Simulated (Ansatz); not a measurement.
WOF3, SMILES [O]=[W]([F])([F])[F] (connectivity only; charge and spin as stated), neutral, multiplicity 2.

Coordinates come from a r2SCAN-D4/def2-SVP optimisation. The spin state was assumed, not searched. The isomer is the one that the SMILES or the coordinates give; other isomers of the formula were not compared. The def2 effective core potentials stand for the cores of W; spin–orbit coupling is left out.

Two levels are set side by side: PBE/def2-SVPD (Ansatz, a first-principles code) and PBE0/def2-SVPD (Ansatz). Energy differences of separate SCF runs at the same geometry; the states with an electron removed or added have multiplicity 1 and 1. Differences are taken from unrounded values.

| quantity | PBE0 |
|---|---|
| vertical ionisation energy (eV) | 9.83 |
| vertical electron affinity (eV) | 1.42 |

Problem. What does PBE give, and how far is it from PBE0? (An estimate is asked for; the answer gives what the named calculation found.)

Solution. 
| quantity | PBE | PBE minus PBE0 |
|---|---|---|
| vertical ionisation energy (eV) | 9.26 | -0.57 |
| vertical electron affinity (eV) | 1.31 | -0.12 |
